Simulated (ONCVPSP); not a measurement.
# Before and after: ONCV potential for beryllium (Be)

ONCVPSP 4.0.1 input, shortened (lines: element, Z, core and valence counts, functional; n l f; lmax; l rc ep ncon nbas qcut; lloc lpopt rc5 dvloc0; l nproj debl; icmod fcfact rcfact), PBE, scalar-relativistic:

```
  Be 4.00    1    1        4      upf
    1    0    2.00
    2    0    2.00
    2
    0    1.85    0.00    4    7    3.80
    1    1.45    0.33    5    8    5.90
    2    1.50    0.30    4    7    6.90
    4    5    1.25    0.00
    0    2    1.80
    1    2    3.80
    2    1    1.70
    3    5.00    1.20
```

Change: all radii but the core radius scaled by about 1.33 (s 2.46, p 1.92, d 2.00 bohr); local potential polynomial inside 1.66 bohr (lpopt 5, dvloc0 0 Ha). In the p channel the program set the typed energies aside and used 0.050, 3.850 Ha.

Cutoffs: the cutoffs (Ha) at which the residual kinetic energy of the hardest occupied pseudo-wave falls to 1 and 0.1 mHa per electron; they do not see the model core or the augmentation charge, which bear on the density cutoff. Errors are all-electron minus pseudo energies relative to the spin-unpolarised reference configuration.

Task: How do hardness, ghosts and transferability respond?

Result: The potential gets softer (5.7 Ha and 13 Ha → 4.3 Ha and 6.0 Ha); of the 4 tests that both files solve, the error grows in 0 and shrinks in 4 by more than 15 % and 0.3 meV (median size 7.6 → 0.7 meV); neither file shows a bound ghost. A larger radius leaves more room for a smooth pseudo-wave, so fewer plane waves are needed. That the errors move this way runs against the usual rule that smaller radii transfer better.

```tsv
quantity	base	changed
cutoff, loose	5.7 Ha	4.3 Ha
cutoff, tight	13 Ha	6.0 Ha
bound ghosts	none	none
GHOST(+) flags under 300 eV	none	none
error for 2s1, meV [ΔE 9.55 eV]	+12	+6.9
error for 2s1.5, meV [ΔE 3.76 eV]	+1.4	+0.7
error for 2s1 2p1, meV [ΔE 3.61 eV]	+3.5	-0.6
error for 2s0 2p2, meV [ΔE 7.25 eV]	+17	-0.8
rms error of d²Exc/dni dnj with the model core, mHa	1.60	1.47
```

Base: The cutoffs count occupied waves only; projector 1 of the p channel, the hardest unoccupied one, needs 15 Ha at the loose tolerance. Changed file: The cutoffs count occupied waves only; projector 2 of the p channel, the hardest unoccupied one, needs 19 Ha at the loose tolerance.
